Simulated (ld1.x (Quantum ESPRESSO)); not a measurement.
## Before and after: RRKJ potential for Hf (Z = 72)

```json
{"Element": "hafnium (Hf)", "Generator": "ld1.x (Quantum ESPRESSO) 7.5", "Type": "norm-conserving RRKJ (Kleinman–Bylander form)", "Functional": "PBE", "Relativity": "scalar-relativistic", "Frozen core": "[Xe] 4f14", "Valence charge": "4", "Reference configuration": "5d2 6s2 6p0", "Partial waves": "6p (bound, empty): rc 4.20 bohr; 5d (bound): rc 2.25 bohr; 6s (bound): rc 3.10 bohr", "Local potential": "the s channel", "Core correction": "none", "rho0": "0.02"}
```

All-electron outer shells of the reference configuration (PBE, scalar-relativistic, ld1.x):

```
shell  level (eV)  outermost node (bohr)  outermost maximum (bohr)
   5p      -35.57                   0.60                      1.16
   4f      -16.83                      –                      0.45
   6s       -5.11                   1.37                      2.89
   5d       -2.69                   0.67                      1.69
   6p       -1.40                   1.66                      4.05
```

Change: wave 5d (bound): rc 2.25 bohr becomes 5d (bound): rc 3.34 bohr.

Cutoffs: the cutoffs (Ry, on a coarse ladder) from which the occupation-weighted sum of valence levels, in a spherical-Bessel basis at the reference potential, stays within 10 and 1 mRy of its value at 400 Ry; they do not see the model core or the augmentation charge, which bear on the density cutoff. Errors are all-electron minus pseudo energies relative to the spin-unpolarised reference configuration.

Q: What does the change do?

A: The potential gets softer (21 Ry and 25 Ry → 12 Ry and 15 Ry); of the 7 tests that both files solve, the error grows in 5 and shrinks in 1 by more than 15 % and 0.3 meV (median size 35.9 → 84.8 meV); neither file shows a bound ghost. A larger radius leaves more room for a smooth pseudo-wave, so fewer plane waves are needed.

| quantity | base | changed |
| --- | --- | --- |
| cutoff, loose | 21 Ry | 12 Ry |
| cutoff, tight | 25 Ry | 15 Ry |
| loose cutoff by channel (10 mRy a level) | d 18 Ry, s 6 Ry | d 12 Ry, s 6 Ry |
| bound ghosts | none | none |
| error for 5d2 6s1 6p0, meV [ΔE 7.98 eV] | +5.5 | +6.4 |
| error for 5d2 6s0 6p0, meV [ΔE 22.16 eV] | +130 | +99 |
| error for 5d1 6s0 6p0, meV [ΔE 43.95 eV] | +289 | +313 |
| error for 5d3 6s0 6p0, meV [ΔE 9.99 eV] | +84 | +162 |
| error for 5d1 6s2 6p0, meV [ΔE 6.50 eV] | +36 | +85 |
| error for 5d1 6s2 6p1, meV [ΔE 1.96 eV] | +19 | +81 |
| error for 5d3 6s1 6p0, meV [ΔE 2.59 eV] | +13 | +49 |
| s: phases at 4.56 bohr within 0.05 rad from the reference energy up to (Ry; the scan ends near 5) | 0.7 | 0.7 |
| p: phases at 4.56 bohr within 0.05 rad from the reference energy up to (Ry; the scan ends near 5) | 1.2 | 1.2 |
| d: phases at 4.56 bohr within 0.05 rad from the reference energy up to (Ry; the scan ends near 5) | 0.5 | 0.4 |
